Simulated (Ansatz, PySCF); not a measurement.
This Ansatz (a first-principles code) input computes a BLYP/def2-TZVPD energy:

Ansatz 0.2 input:
```yaml
crystal:
  periodic: [false, false, false]
  atoms:
    - {symbol: F, position_ang: [-1.54946488, -0.87536359, 0.71204045]}
    - {symbol: B, position_ang: [-0.85628416, -0.04575107, -0.04897713]}
    - {symbol: F, position_ang: [-1.54260940, 0.71015474, -0.88889872]}
    - {symbol: B, position_ang: [0.85628416, 0.04575107, 0.04897713]}
    - {symbol: F, position_ang: [1.63388106, -0.71561988, -0.70173022]}
    - {symbol: F, position_ang: [1.45819322, 0.88082873, 0.87858849]}
basis:
  gaussian:
    orbitals: def2-TZVPD
hamiltonian:
  xc: {name: BLYP}
output: {forces: true}
```

### Question
Write an input for the same energy in PySCF and say what it gives.

### Answer

```python
from pyscf import gto, scf, dft

mol = gto.M(
    atom='''
    F    -1.54946488   -0.87536359    0.71204045
    B    -0.85628416   -0.04575107   -0.04897713
    F    -1.54260940    0.71015474   -0.88889872
    B     0.85628416    0.04575107    0.04897713
    F     1.63388106   -0.71561988   -0.70173022
    F     1.45819322    0.88082873    0.87858849
    ''',
    basis='def2-tzvpd',
    charge=0,
    spin=0,
    verbose=4,
)

mf = dft.RKS(mol, xc='blyp').density_fit(auxbasis='def2-universal-jkfit')
mf.grids.level = 3
mf.conv_tol = 1e-9
mf.max_cycle = 100
mf.max_memory = 1500
mf.kernel()
if not mf.converged:
    mf = mf.newton()
    mf.kernel(mf.make_rdm1())
mf.analyze()
```
It gives -449.46168 Eh, and Ansatz -449.46159 Eh, a difference of 0.09 mEh, from the treatment of integrals and grids.
